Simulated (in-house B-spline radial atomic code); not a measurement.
Configurations of Ga³⁺, with energies counted from [Ar] 3d10. All numbers are computed (Dirac-Hartree-Fock, average of configuration; Fermi nucleus of rms radius 3.9973 fm) with a radial B-spline atomic code at the basis-set limit, not measured. Energies include first-order Breit, QED and recoil terms.

Occupations are held fixed; configurations that lie above the ionisation limit could autoionise.

| configuration | E - E(ref) (eV) | highest orbital | its <r> (bohr) |
| --- | --- | --- | --- |
| [Ar] 3d9 4s1 | 17.471 | 4s1/2 | 1.945 |
| [Ar] 3d9 4f1 | 47.252 | 4f5/2 | 4.437 |
| [Ar] 3d9 6s1 | 49.071 | 6s1/2 | 6.915 |
| [Ar] 3d9 6p1 | 50.586 | 6p3/2 | 7.703 |
| [Ar] 3d9 6g1 | 54.895 | 6g9/2 | 11 |
| [Ar] 3d9 7f1 | 56.469 | 7f5/2 | 16.72 |
| [Ne] 3s2 3p5 3d10 5f1 | 142.82 | 5f5/2 | 7.769 |
| [Ne] 3s2 3p5 3d10 5g1 | 142.89 | 5g9/2 | 6.873 |
| [Ne] 3s2 3p5 3d10 6d1 | 143.57 | 6d5/2 | 9.479 |
| [Ne] 3s2 3p5 3d10 6f1 | 145.5 | 6f5/2 | 11.86 |
| [Ne] 3s2 3p5 3d10 6g1 | 145.55 | 6g9/2 | 11 |
| [Ne] 3s2 3p5 3d10 7f1 | 147.12 | 7f5/2 | 16.71 |

(1) Order these further configurations by energy, lowest first.
A. [Ar] 3d9 5f1
B. [Ar] 3d9 5s1
C. [Ar] 3d9 4p1
D. [Ne] 3s2 3p5 3d10 4s1
E. [Ne] 3s2 3p5 3d10 7d1

(2) How far above the reference does [Ne] 3s2 3p5 3d10 7s1 lie?

(3) How far above the reference does [Ar] 3d9 7s1 lie?

(4) How far above the reference does [Ne] 3s2 3p5 3d10 5s1 lie?

## Answers

(1) C (27.032 eV), B (40.607 eV), A (52.17 eV), D (108.01 eV), E (145.96 eV).

(2) 143.8 eV; its least bound orbital is 7s1/2 with <r> = 10.51 bohr.

(3) 53.155 eV; its least bound orbital is 7s1/2 with <r> = 10.51 bohr.

(4) 131.23 eV; its least bound orbital is 5s1/2 with <r> = 4.06 bohr.
